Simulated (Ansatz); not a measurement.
One change: `BC=O` becomes `O=[CH][GaH2]`.

Ansatz, PBE0-D4/def2-TZVP geometries, multiplicity 1. 

Scalar relativity is left out up to krypton.

| property | `BC=O` |
| --- | --- |
| HOMO energy (PBE0/def2-TZVPP) / eV | -7.80 |
| HOMO–LUMO gap (PBE/def2-TZVPP) / eV | 3.70 |
| HOMO energy (PBE/def2-TZVPP) / eV | -6.42 |
| ideal-gas entropy at 298 K and 1 bar (rigid rotor, harmonic PBE0-D4/def2-TZVP) / J/(mol·K) | 268 |
| size of the dipole moment (ωB97M-V/def2-TZVPP) / D | 2.14 |
| HOMO energy (B3LYP/def2-TZVPP) / eV | -7.59 |

(1) Give the same properties after the change, and the shifts. (Best estimate.)

## Answers

(1) The calculation gave: 
```json
{"property": "HOMO energy (PBE0/def2-TZVPP) / eV", "`O=[CH][GaH2]`": "-6.67", "shift": "1.13"}
{"property": "HOMO–LUMO gap (PBE/def2-TZVPP) / eV", "`O=[CH][GaH2]`": "2.74", "shift": "-0.96"}
{"property": "HOMO energy (PBE/def2-TZVPP) / eV", "`O=[CH][GaH2]`": "-5.37", "shift": "1.05"}
{"property": "ideal-gas entropy at 298 K and 1 bar (rigid rotor, harmonic PBE0-D4/def2-TZVP) / J/(mol·K)", "`O=[CH][GaH2]`": "301", "shift": "33"}
{"property": "size of the dipole moment (ωB97M-V/def2-TZVPP) / D", "`O=[CH][GaH2]`": "2.37", "shift": "0.23"}
{"property": "HOMO energy (B3LYP/def2-TZVPP) / eV", "`O=[CH][GaH2]`": "-6.49", "shift": "1.10"}
```

With PBE0 the HOMO rises by 1.13 eV and the LUMO falls by 0.36 eV, so the gap narrows by about 1.49 eV. PBE moves the HOMO by 1.05 eV and ωB97M-V by 1.24 eV. Dipoles are sizes alone; their direction can turn.

B3LYP here is the variant with VWN-RPA as its local correlation; programs differ in this.
